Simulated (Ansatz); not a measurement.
Q: Predict a relaxed structure of TiF3 (the lowest doublet isomer of a short search), charge 0, doublet, at PBE0-D4/def2-TZVP (Ansatz).

A: 
Cartesian coordinates in Å:
```
Ti -0.002 -0.002 0.004
F 0.839 1.183 1.013
F 0.728 -1.585 -0.297
F -1.565 0.404 -0.720
```
Point group D3h (tolerance 0.1 Å). The metal has 3 neighbours: F 1.77 Å, F 1.77 Å, F 1.77 Å. This is one stationary point.

The structure comes from a short search, and lower isomers may exist.
